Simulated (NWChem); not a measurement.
# SrHOCl; SMILES [OH][Sr][Cl]

```xyz
4

Sr    -0.2416     0.4000     0.0000
Cl     0.2127    -2.2025     0.0003
O      0.5667     2.3782     0.0031
H      1.0293     3.2165    -0.0300
```
Atoms are numbered in this order, from 1.

Coordinates come from a PBE0/def2-SVP optimisation. B3LYP is NWChem's, with the RPA form of VWN correlation. def2 effective core potentials on Sr; no spin-orbit coupling.

Question: List the 4 lowest vertical singlet excitations and the 4 lowest triplet ones from B3LYP/def2-SVP with def2 effective core potentials on Sr, full TDDFT (NWChem).

Answer: 
| state | energy (eV) | oscillator strength | leading excitation (squared amplitude) |
|---|---|---|---|
| S1 | 4.02 | 0.046 | HOMO → LUMO (0.96) |
| S2 | 4.07 | 0.027 | HOMO−1 → LUMO (0.82) |
| S3 | 4.13 | 0.007 | HOMO−2 → LUMO (0.80) |
| S4 | 4.23 | 0.000 | HOMO−3 → LUMO (0.95) |
| T1 | 3.96 | spin-forbidden | HOMO → LUMO (0.94) |
| T2 | 4.00 | spin-forbidden | HOMO−1 → LUMO (0.78) |
| T3 | 4.09 | spin-forbidden | HOMO−2 → LUMO (0.77) |
| T4 | 4.18 | spin-forbidden | HOMO−3 → LUMO (0.94) |
